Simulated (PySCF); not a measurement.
## Working with the constants of ZnB

UHF-CCSD(T) constants of ZnB, ²Π (doublet), unpaired electrons π ↑ (PySCF, no relativity, basis sets Zn def2-SVP, B def2-SVP; masses 63.9291 and 11.0093 u):

- ωe: 304.3 cm⁻¹
- ωexe: 8.78 cm⁻¹
- Be: 0.35499 cm⁻¹
- αe: 0.00899 cm⁻¹
- D (centrifugal): 1.93e-06 cm⁻¹
- De to Zn + B: 0.305 eV

Task: Give the vibrational terms G(v) and spacings up to v = 4.

Result: G(v) = ωe(v+½) − ωexe(v+½)².

```csv
v,G(v) (cm⁻¹),G(v) − G(v−1),Bv (cm⁻¹)
0,150,,0.3505
1,437,287,0.3415
2,706,269,0.3325
3,957,252,0.3235
4,1192,234,0.3145
```

Task: How well does the Morse estimate ωe²/(4ωexe) reproduce De, and what is D0?

Result: It gives 0.327 eV, 107 % of the computed De. D0 = De − G(0) = 0.305 − 0.019 = 0.286 eV.

Correlated steps freeze 6 core orbitals. The bond is weak. Basis-set superposition, not corrected here, can be much of De in a small basis, most of all at correlated wavefunction levels. The state is the lowest determinant that a PBE0 search found; another state may lie lower at other levels.
